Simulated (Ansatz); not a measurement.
System: NbO₃ (charge 0, doublet). The spin state was set by rule; other spins were not relaxed. SMILES: [O]1[O][Nb]1=[O]
Geometry: optimised at B3LYP-D3(BJ)/def2-TZVP (Ansatz, a quantum-chemistry and plane-wave program).

Wanted: vertical ionisation energy (to the singlet state of charge +1; each state is the SCF solution reached for its spin; for the singlet the Hartree-Fock reference is unstable and T1 is 0.044), in eV. Cores are frozen in the correlated levels unless marked. UHF or UKS for open shells. Spin-orbit coupling is left out. Frozen are the shells of the preceding noble gas and the d and f shells that filled before the atom's block. In def2 rows, elements after Kr have scalar-relativistic effective core potentials. CBS marks a two-point X^-3 extrapolation of the correlation energy; Hartree-Fock from the larger set. The bracket is a focal-point correction in the basis named.

| level | program | vertical ionisation energy (eV) |
|---|---|---|
| HF/def2-SVPD | Ansatz | 9.00 |
| HF/def2-QZVPPD | Ansatz | 8.84 |

Question: Predict the RI-MP2/CBS(def2-TZVPPD,def2-QZVPPD)+[CCSD(T)-MP2]/def2-SVPD result (Ansatz).

Answer: 8.10 eV, so HF/def2-QZVPPD differs from it by 0.74 eV.
